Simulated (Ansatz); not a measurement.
**Question.** Predict a relaxed structure of Cd3S4, charge 0, singlet, at PBE-D4/def2-SVP (Ansatz).

**Answer.** 
```xyz
7

Cd   -1.0210   -0.9567    1.3321
Cd    0.3626    1.5211   -1.1345
Cd    1.5876   -1.3630   -0.4780
S     0.2059   -2.8964    0.7051
S     2.5071    0.5668   -1.5222
S    -1.7155    1.3209    1.5893
S    -1.9267    1.8072   -0.4919
```
Point group C2 (tolerance 0.1 Å). This is one stationary point.

In the def2 sets Cd takes a core potential; there is no spin–orbit coupling. The structure comes from a short search, and lower isomers may exist.
